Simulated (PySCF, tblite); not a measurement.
Rigid-rotor lines calculated for a species of formula C8H8O2 (commonest isotopes; PBE0/pcSseg-1 in PySCF (dipole) on a GFN2-xTB geometry, gas phase), labelled J(Ka,Kc):

| transition | MHz |
| --- | --- |
| 1(0,1) ← 0(0,0) | 1461.3 |
| 2(1,2) ← 1(1,1) | 2766.0 |
| 2(1,1) ← 1(1,0) | 3079.1 |
| 1(1,1) ← 0(0,0) | 2373.2 |
| 2(0,2) ← 1(0,1) | 2904.1 |

(1) Find the rotational constants.

(2) What moments of inertia, asymmetry and inertial defect follow?

(3) Which dipole components do these lines need?

(4) Predict further lines from these constants: 3(0,3) ← 2(0,2); 4(2,2) ← 4(1,3); 4(1,4) ← 3(0,3); 3(1,3) ← 2(0,2); 4(2,2) ← 3(1,3); 4(2,3) ← 3(1,3); 2(1,1) ← 1(0,1); 3(2,2) ← 2(2,1); 4(1,3) ← 4(1,4); 3(3,1) ← 2(2,0); 2(1,2) ← 2(0,2); 2(2,0) ← 2(1,1); 2(2,1) ← 2(1,1).

(5) Which structure gave them?

## Answers

(1) 1(0,1) ← 0(0,0) is B + C, 2(1,1) ← 1(1,0) is 3B + C and 2(1,2) ← 1(1,1) is B + 3C, so B − C is half the difference of the last two, 156.5 MHz. 1(1,1) ← 0(0,0) is A + C. A = 1720.9, B = 808.9, C = 652.3 MHz.

(2) I = 505379 MHz·u·Å² over each constant: Ia = 293.67, Ib = 624.75, Ic = 774.71 u·Å²; κ = (2B − A − C)/(A − C) = -0.707 (asymmetric top); Δ = Ic − Ia − Ib = -143.72 u·Å².

(3) μa and μb (a-type: ΔKa even, ΔKc odd; b-type: both odd). The calculation gives |μa| = 0.35 D, |μb| = 2.06 D, |μc| = 0.96 D.

(4) 
```
     transition   MHz  type  branch
2(1,2) ← 2(0,2)   774     c       Q
4(1,3) ← 4(1,4)  1556     a       Q
4(2,2) ← 4(1,3)  2489     b       Q
2(2,1) ← 2(1,1)  2736     c       Q
2(2,0) ← 2(1,1)  2754     b       Q
2(1,1) ← 1(0,1)  4148     c       R
3(0,3) ← 2(0,2)  4312     a       R
3(2,2) ← 2(2,1)  4384     a       R
3(1,3) ← 2(0,2)  4912     b       R
4(1,4) ← 3(0,3)  6099     b       R
4(2,3) ← 3(1,3)  9282     c       R
3(3,1) ← 2(2,0)  9328     b       R
4(2,2) ← 3(1,3)  9544     b       R
```

(5) `C=C=C(CC#CC)C(=O)O`, point group C1. Three constants can't fix a structure by themselves; this is the one that was computed:
```
atom  x, y, z in Å
C1    -2.679   -1.244   -0.722
C2    -1.854   -0.657    0.078
C3    -1.021   -0.080    0.904
C4     0.256   -0.735    1.385
C5     1.338   -0.443    0.462
C6     2.206   -0.179   -0.322
C7     3.274    0.125   -1.249
C8    -1.278    1.285    1.405
O9    -0.628    1.838    2.256
O10   -2.341    1.866    0.822
H11   -2.586   -1.157   -1.792
H12   -3.502   -1.837   -0.357
H13    0.504   -0.323    2.367
H14    0.122   -1.817    1.462
H15    3.937   -0.734   -1.351
H16    2.859    0.370   -2.226
H17    3.851    0.976   -0.886
H18   -2.467    2.753    1.192
```

The values belong to one conformer (point group C1) with, in the numbering `[CH2:1]=[C:2]=[C:3]([CH2:4][C:5]#[C:6][CH3:7])[C:8](=[O:9])[OH:10]`, C2–C3–C4–C5 88°, C2–C3–C8–O9 173°, C3–C8–O10–H 180°. Its lowest GFN2-xTB frequency is 12 cm⁻¹, too small to tell a flat minimum from a shallow saddle. Constants of a rigid frame at the computed geometry: no zero-point averaging, no centrifugal distortion. A rigid rotor knows nothing of internal rotation, which can split or shift real lines.

The run took 36 s on Arm Neoverse V2, one thread, no GPU, shared host, and the process peaked at 0.98 GiB of memory. This is the PBE0/pcSseg-1 job that gave the dipole, with the shieldings it also computed.
